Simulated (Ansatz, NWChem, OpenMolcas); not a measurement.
**InCNClF (SMILES N#[C][In]([F])[Cl]): methods side by side**

InCNClF: 5 atoms, total charge 0, spin state singlet. As SMILES, `N#[C][In]([F])[Cl]`. The coordinates come from a PBE0-D4/def2-TZVP relaxation.

Each level gives the vertical energy of the triplet above the singlet (eV). The values are calculated.

```json
{"level": "BLYP/def2-SVP (core potential)", "kind": "GGA", "program": "OpenMolcas", "value (eV)": "4.86", "CPU time (all runs)": "1.9 min"}
{"level": "PBE/def2-SVP (core potential)", "kind": "GGA", "program": "OpenMolcas", "value (eV)": "4.94", "CPU time (all runs)": "96 s"}
{"level": "revPBE/def2-SVP (core potential)", "kind": "GGA", "program": "Ansatz", "value (eV)": "4.97", "CPU time (all runs)": "2.2 min"}
{"level": "TPSS/def2-SVP (core potential)", "kind": "meta-GGA", "program": "OpenMolcas", "value (eV)": "5.08", "CPU time (all runs)": "95 s"}
{"level": "BHLYP/def2-SVP (core potential)", "kind": "global hybrid", "program": "Ansatz", "value (eV)": "5.83", "CPU time (all runs)": "95 s"}
{"level": "PBE0/def2-SVP (core potential)", "kind": "global hybrid", "program": "NWChem", "value (eV)": "5.61", "CPU time (all runs)": "2 min"}
{"level": "r2SCAN0/def2-SVP (core potential)", "kind": "hybrid meta-GGA", "program": "Ansatz", "value (eV)": "5.55", "CPU time (all runs)": "3.2 min"}
{"level": "MP2/def2-SVP (core potential)", "kind": "perturbation theory", "program": "NWChem", "value (eV)": "6.41", "CPU time (all runs)": "3.4 min"}
```

Spin-orbit coupling, which can split open shells on such heavy atoms by tenths of an eV, is left out. The values span 4.86 to 6.41 eV. In the correlated wave-function rows the outer d shell of In is correlated, in sets not made for it. The upper state's dipole differs much between rows, so they may not all be the same state. CPU times are rough (shared hosts, several kinds of processor and program).
